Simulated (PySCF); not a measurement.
# What a mistake does to a calculation on B2H4O2

These are calculations, not measurements. The program is PySCF 2.14.0, an open-source quantum chemistry code, run on an isolated molecule that a program drew, which may never have been made. The molecule is B2H4O2 (charge 0, singlet), drawn as the SMILES string `BOBO`.

Each row is a Hartree-Fock (HF) and frozen-core CCSD(T) single point in the cc-pVDZ basis, meant for a local HF minimum. Run 1 is clean. Each other run has one planted mistake out of seven kinds, and not every kind appears here: one electron removed, one electron added, multiplicity raised by two, geometry at a saddle point, minimal basis STO-3G, one bond length entered in bohr, all coordinates scaled. The reference is restricted for singlets and unrestricted otherwise, and also for a bond in bohr. Adding or removing an electron swaps singlet and doublet. Electrons count all cores. HOMO and LUMO are orbital energies over both spins, the gradient is its largest component, and the lowest frequency (negative if imaginary) is given only where the gradient is small. Bond lengths are over the 7 bonds as drawn. T1 is the CCSD diagnostic: over 0.02 (restricted) or 0.045 (unrestricted) a single reference is doubtful.

Geometry of the clean run:
```xyz
8
B2H4O2, angstrom
B    -1.8553   -1.8246    0.3738
O    -1.2115   -0.8206   -0.2732
B    -0.9128    0.4246    0.2321
O    -0.2666    1.3079   -0.5465
H    -2.2306   -1.6796    1.5057
H    -2.0315   -2.8491   -0.2235
H    -1.2128    0.7411    1.3449
H    -0.0713    0.9680   -1.4091
```

| run | electrons | basis functions | <S^2> | HOMO (eV) | LUMO (eV) | gradient (hartree/bohr) | lowest frequency (cm^-1) | mean bond (Å) | longest bond (Å) | T1 | HF (hartree) | CCSD(T) (hartree) | mistake |
|---|---|---|---|---|---|---|---|---|---|---|---|---|---|
| 1 | 30 | 76 | 0.000 | -12.40 | 3.01 | 1.5e-05 | 123 | 1.2314 | 1.377 | 0.0148 | -201.57147 | -202.15124 | no fault |
| 2 | 31 | 76 | 0.760 | 1.42 | 9.33 | 1.1e-01 | - | 1.2314 | 1.377 | 0.0240 | -201.48828 | -202.08805 | one electron added |
| 3 | 30 | 76 | 2.018 | -6.27 | -2.64 | 3.7e-02 | - | 1.2314 | 1.377 | 0.0284 | -201.34695 | -201.93437 | multiplicity raised by two |
| 4 | 30 | 24 | 0.000 | -10.14 | 7.08 | 4.9e-02 | - | 1.2314 | 1.377 | 0.0208 | -198.89976 | -199.10293 | ? |
| 5 | 30 | 76 | 0.876 | -8.78 | 2.40 | 2.0e-02 | - | 1.4063 | 2.601 | 0.0675 | -201.40308 | -201.97753 | ? |

**Which mistake was planted in run 4, and what did it cost?**

It has 24 basis functions where the clean run has 76, with the same electrons and geometry. So the mistake is: minimal basis STO-3G. Subtracting run 1 and multiplying by 627.51 kcal/mol a hartree, the energy moved by 1676.5 kcal/mol in HF and 1912.8 kcal/mol in CCSD(T).

**Which mistake was planted in run 5, and what did it cost?**

The mean bond changes by a factor of 1.142 and the longest by 1.889, so the molecule wasn't scaled as a whole. A length L in bohr read as angstrom grows by (1/0.5292 - 1) L = 0.890 L. The 7 bonds together grew by 7 x 0.1749 = 1.224 Å, which gives L = 1.376 Å. That is bond O2-B3, 1.377 Å in the clean geometry. So the mistake is: one bond length entered in bohr. Subtracting run 1 and multiplying by 627.51 kcal/mol a hartree, the energy moved by 105.7 kcal/mol in HF and 109.0 kcal/mol in CCSD(T).

Cautions from the logs. Run 2: the HOMO is above zero, so the electron isn't bound and the energy depends on the basis; run 4: T1 is over the limit, so its CCSD(T) energy is less reliable; run 5: T1 is over the limit, so its CCSD(T) energy is less reliable.
